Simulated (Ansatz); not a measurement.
A CCSD(T) single point on `O[SiH]1[NH][GeH2]1`.

```yaml
crystal:
  periodic: [false, false, false]
  atoms:
    - {symbol: O, position_ang: [-0.648287, 0.943762, -1.814234]}
    - {symbol: Si, position_ang: [-0.050579, 0.790209, -0.293796]}
    - {symbol: N, position_ang: [1.045719, -0.446854, -0.010336]}
    - {symbol: Ge, position_ang: [-0.407683, -1.026397, 1.064873]}
    - {symbol: H, position_ang: [-0.989613, 1.807307, -2.054135]}
    - {symbol: H, position_ang: [0.214432, 2.163960, 0.214425]}
    - {symbol: H, position_ang: [1.964582, -0.772779, -0.256068]}
    - {symbol: H, position_ang: [-1.001562, -2.360711, 0.574329]}
    - {symbol: H, position_ang: [-0.038410, -1.144795, 2.557942]}
basis:
  gaussian: {orbitals: def2-TZVPP}
correlation: {method: ccsd_t}
```

```sh
$ ansatz run in.yaml --threads 4 --pin off --events-out ev --progress --plain --max-ram 10444MiB
```

The program prints (abridged):

```
Functional definition: HF
1343 factors; integrals over basis functions are off by at most 1.1e-3 eV
mean field evaluation 1: about -67931.2876 eV, gradient 5.1e1 eV
mean field evaluation 2: about -67931.5162 eV, gradient 5.1e1 eV
mean field evaluation 4: about -67936.6544 eV, gradient 3.7e0 eV
mean field evaluation 8: about -67936.7237 eV, gradient 3.2e-1 eV
mean field -67936.72406295 eV, -2496.6285601478 hartree, gradient 2.5e-6 eV, S^2 0.000000; 0 other end points of the search recorded, 0 dependent functions left out
16 core orbitals not correlated: weight in the atoms' cores, before any rotation towards them, 1.000 or more for the frozen orbitals, at most 0.000 for the correlated occupied ones
reference -67936.72406295 eV, -2496.6285601478 hartree; 17, 17 occupied and 189, 189 virtual orbitals, 1343 factors
second order -22.44339800 eV of doubles, -0.00000000 eV of singles
cycle   1  -22.30826771 eV  change    1.4e-1 eV  update   1.1e-1
cycle   2  -22.95303411 eV  change   -6.4e-1 eV  update   3.3e-2
cycle   3  -23.07051651 eV  change   -1.2e-1 eV  update   1.7e-2
cycle   4  -23.05270733 eV  change    1.8e-2 eV  update   4.0e-3
cycle   5  -23.05247171 eV  change    2.4e-4 eV  update   2.1e-3
cycle   6  -23.05315504 eV  change   -6.8e-4 eV  update   6.1e-4
cycle   7  -23.05282169 eV  change    3.3e-4 eV  update   2.7e-4
cycle   8  -23.05278835 eV  change    3.3e-5 eV  update   9.0e-5
cycle   9  -23.05282109 eV  change   -3.3e-5 eV  update   3.5e-5
perturbative correction -0.91904835 eV, -0.0337744039 hartree
Total energy: -67960.69593239 eV, -2497.5095101011 hartree
```

Hardware: 4 threads of an Arm Neoverse V2 on a shared host. Wall time 86 s, peak host memory 3.4 GiB.

The correlation energy is -23.972 eV, 3.8 % of it from (T); the T1 diagnostic reads 0.0129.
